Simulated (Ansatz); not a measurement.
Isolated molecules relaxed with PBE0-D4/def2-TZVP in Ansatz; ΔE leaves out vibrations. CCSD(T)/CBS is the MP2 limit (def2-TZVPP, def2-QZVPP) plus CCSD(T) − MP2 in def2-TZVPP, frozen cores. def2 core potentials past Kr. For Ga, Sn outer-core shells are correlated without core-valence functions, which leaves a few kJ/mol of doubt a bond. Scalar relativity is left out up to krypton. Each species was taken in one conformer, which may not be the lowest.

Reaction (redistribution): `[GaH2][SiH2][SnH3]` + `O[SiH3]` → `[SnH4]` + `[SiH3]O[SiH2][GaH2]`

`[GaH2][SiH2][SnH3]`:

Cartesian coordinates in Å:
```
Ga -2.077 0.723 0.564
Si 0.069 0.975 -0.477
Sn 1.443 -1.163 -0.088
H -2.286 1.134 2.066
H -3.269 0.071 -0.226
H -0.021 1.168 -1.952
H 0.860 2.105 0.088
H 1.663 -1.438 1.584
H 0.636 -2.522 -0.738
H 2.982 -1.053 -0.821
```

`O[SiH3]`:

Cartesian coordinates in Å:
```
O 0.321 -1.212 -0.266
Si -0.028 0.387 -0.076
H 0.087 -1.809 0.446
H -1.489 0.614 0.101
H 0.439 1.054 -1.312
H 0.670 0.965 1.106
```

`[SnH4]`:

Cartesian coordinates in Å:
```
Sn 0.000 0.000 0.000
H 0.553 0.843 -1.374
H -1.170 0.938 0.809
H 1.310 -0.301 1.047
H -0.694 -1.480 -0.482
```

`[SiH3]O[SiH2][GaH2]`:

```xyz
11

Si   -0.029    0.880    1.432
O     0.302    1.450   -0.054
Si    0.307    0.514   -1.449
Ga   -0.253   -1.674   -0.546
H    -1.254    1.484    2.004
H     1.121    1.025    2.354
H    -0.300   -0.616    1.305
H    -0.676    1.109   -2.397
H     1.649    0.649   -2.079
H    -1.749   -2.151   -0.468
H     0.882   -2.669   -0.102
```

```
              species  CCSD(T)/CBS(def2) energy (Eh)
 `[GaH2][SiH2][SnH3]`                    -2431.21922
            `O[SiH3]`                     -366.69042
             `[SnH4]`                     -216.39156
`[SiH3]O[SiH2][GaH2]`                    -2581.53792
```

(1) Work out ΔE.

Largest T1 diagnostic among the species: 0.014.

Results:

(1) ΔE = (-216.39156) + (-2581.53792) − (-2431.21922) − (-366.69042) = -0.01984 Eh = -52.1 kJ/mol.

The D4 term adds −6.5 kJ/mol with B3LYP and −3.3 kJ/mol with PBE0; it sums over pairs of atoms, weighted by their polarisabilities, and B3LYP, whose exchange is more repulsive, gets the larger term. At CCSD(T), def2-SVP lies +5.0 kJ/mol from the extrapolated value and def2-TZVPP −5.6 kJ/mol. From BLYP to BHLYP (50 % exact exchange), in def2-TZVPP and without D4, ΔE moves by −12.9 kJ/mol.

B3LYP here is the variant with VWN-RPA as its local correlation; programs differ in this.
